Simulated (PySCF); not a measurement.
A GIAO shielding run with PySCF 2.14.0 with density-fitted response routines (density fitting, non-relativistic, gas phase) on SMILES CO[Si](C)(C)CCCS, C6H16OSSi:

```
$ OMP_NUM_THREADS=1 python probes_run.py task.json out

{"job": {"kind": "nmr", "xc": "PBE0", "basis": "pcSseg-1"}, "charge": 0, "multiplicity": 1}
C     -1.535668     2.093753     0.913705
O     -0.621627     1.272905     0.243090
Si    -0.850232    -0.244758    -0.330422
C     -1.170456    -1.478280     1.093141
C     -2.315679    -0.308089    -1.549572
C      0.776237    -0.644303    -1.240917
C      2.028701    -0.733488    -0.369214
C      2.449895     0.631699     0.143887
S      3.978523     0.555385     1.141094
H     -2.418904     2.274245     0.297997
H     -1.041258     3.043282     1.121010
H     -1.849809     1.637120     1.854947
H     -2.156409    -1.337219     1.528171
H     -1.112877    -2.507798     0.754980
H     -0.444120    -1.355259     1.892273
H     -2.414416    -1.282272    -2.015910
H     -3.254965    -0.093089    -1.047699
H     -2.195214     0.423835    -2.343252
H      0.642546    -1.607484    -1.734101
H      0.953371     0.083805    -2.032838
H      1.842229    -1.401378     0.475294
H      2.852527    -1.159038    -0.949807
H      2.692374     1.297733    -0.683765
H      1.669374     1.089129     0.747477
H      3.484921    -0.226293     2.099566
```

Hardware: 1 thread of an Arm Neoverse V1, shared host. The job also computes population analyses, field gradients.

(1) How large is the calculation?

(2) How long does it take, and how much memory does it need?

## Answers

(1) 90 electrons, 247 basis functions and 1325 auxiliary functions.

(2) 78 s of wall time, with 13 SCF cycles and 5 response iterations; peak memory 1.2 GiB. Times on a shared host scatter by some tens of per cent.
